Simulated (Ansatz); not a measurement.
H2SeTe (SMILES [SeH][TeH]) moved off its minimum; all values from Ansatz (an electronic-structure program), cores frozen in correlated methods. Elements past Kr take the def2 small-core potentials, without spin–orbit coupling.
(charge 0, multiplicity 1)
```xyz
4

Te    -0.7169    -0.7064     0.5027
H     -0.8880    -1.6457    -0.7362
Se     1.0517     0.8541    -0.7004
H      2.2472     0.2664    -0.4765
```

Forces at MP2/def2-TZVPPD (eV/Å):

```csv
atom,Fx,Fy,Fz
Te1,1.254,1.751,1.063
H2,-0.210,-1.156,-1.554
Se3,-3.841,1.263,-0.351
H4,2.797,-1.858,0.843
```

### Question
Give the forces (eV/Å), the total energy and the dipole at CCSD(T)/def2-TZVPPD.

### Answer

```
atom      Fx      Fy      Fz
----  ------  ------  ------
Te1    1.092   1.694   1.287
H2    -0.234  -1.251  -1.667
Se3   -3.773   1.449  -0.471
H4     2.916  -1.892   0.851
```
Energy -2668.3526 hartree, dipole 0.92 D.
